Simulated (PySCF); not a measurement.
## C₆ coefficients of unlike pairs at B97-3

Calculated with PySCF 2.14 from the dipole response of each species, C₆(A,B) = (3/π) ∫ α_A(iu) α_B(iu) du, in atomic units, from isotropic polarisabilities. For ions this is the dispersion term alone; charge-induced terms of lower order in 1/R come first.

```
species           configuration                                                                                  basis     relativity  α (bohr³)  C₆ (like pair)
  I(2+)  [Kr] 4d10 5s2 5p3 (4S)  aug-cc-pwCVTZ-DK3 with one added diffuse shell each of s, p, d, f type (11s10p8d5f1g)  spin-free X2C      13.63           95.38
  N(2+)       [He] 2s2 2p1 (2P)                                                               def2-QZVPPD (8s4p4d2f1g)           none      2.573           3.636
 Ne(3+)       [He] 2s2 2p3 (4S)            aug-cc-pVTZ with one added diffuse shell each of s, p, d, f type (6s5p4d3f)           none     0.6727          0.5930
    Br+  [Ar] 3d10 4s2 4p4 (3P)                                                                 def2-TZVPPD (7s6p5d1f)           none      12.48           76.61
```

Problem. Estimate C₆ for Br+ with I(2+).

Solution. The integral gives 85.22. The combination rule 2 C_A C_B / (C_A α_B/α_A + C_B α_A/α_B) gives 85.46 and the geometric mean 85.48.

No spin-orbit coupling is included.

The other pairs:

```tsv
pair	C₆
Ne(3+), N(2+)	1.350
Ne(3+), I(2+)	6.834
N(2+), I(2+)	18.60
Br+, Ne(3+)	5.912
Br+, N(2+)	16.61
```
